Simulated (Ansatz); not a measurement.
OTe (SMILES O=[Te]), triplet, at a GFN2-xTB geometry (core potentials on Te); PBE0/def2-SVP (Ansatz, a program for electronic structure).

Ansatz was given this input:
Ansatz 0.2 input:
```yaml
crystal:
  periodic: [false, false, false]
  atoms:
    - {symbol: O, position_ang: [-0.00000000, -0.00000000, -1.56412833]}
    - {symbol: Te, position_ang: [0.00000000, 0.00000000, 0.24063513]}
basis:
  gaussian:
    orbitals: def2-SVP
    final_grid: {core_spheres: 6, valence_spheres: 12, degree: 29}
hamiltonian:
  xc: pbe0
magnetization: {spin_polarized: true, initial_magnetization: 2}
```

Task: Predict the main parts of the log of this Ansatz run.

Result: 
```
Functional definition: PBE0
459 factors; integrals over basis functions are off by at most 2.2e-4 eV
mean field evaluation 1: about -9327.5067 eV, gradient 4.0e1 eV
mean field evaluation 2: about -9269.7601 eV, gradient 1.1e2 eV
mean field evaluation 4: about -9334.4172 eV, gradient 5.8e0 eV
mean field evaluation 8: about -9334.6284 eV, gradient 6.0e-1 eV
mean field evaluation 16: about -9334.6303 eV, gradient 1.0e-4 eV
mean field -9334.63033202 eV, -343.0413374622 hartree, gradient 3.2e-5 eV, S^2 2.008011; 0 other end points of the search recorded, 0 dependent functions left out
reference -9334.63034733 eV, -343.0413380247 hartree; 17, 15 occupied and 23, 25 virtual orbitals, 459 factors
Total energy: -9334.63034733 eV, -343.0413380247 hartree
```
